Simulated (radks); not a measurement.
Initial-state core-level shifts of the ruthenium ion Ru3+ when its valence configuration changes from [Kr] 4d5. Method: scalar-relativistic Kohn-Sham, PBE, spin-polarised, spherical densities, finite nucleus; open shells are filled with parallel spins first (spin-orbit coupling, left out, can overturn this in heavy ions); Fermi nuclear charge, rms radius 4.4809 fm; computed with a radial shooting solver on a logarithmic mesh with Libxc functionals. Shifts are changes of the shell-averaged eigenvalues in eV (positive: less bound); the change of the density at the nucleus, which sets a Mossbauer isomer shift, is in e/bohr^3, on a base of 1.125e+05.

valence           1s       2p       3d       4s  density at nucleus
4d4 5p1       -6.724   -7.076   -6.921   -6.091               +4.49
4d4 5s1       -5.587   -5.954   -5.777   -4.968              +35.33
4d3 5s2      -11.584  -12.332  -11.928  -10.172              +72.56
4d4.5 5p0.5   -3.331   -3.499   -3.429   -3.039               +2.14
4d2 5s2 5p1  -18.888  -20.085  -19.408  -16.401              +84.09
4d3 5s1 5p1  -12.569  -13.334  -12.950  -11.116              +42.71
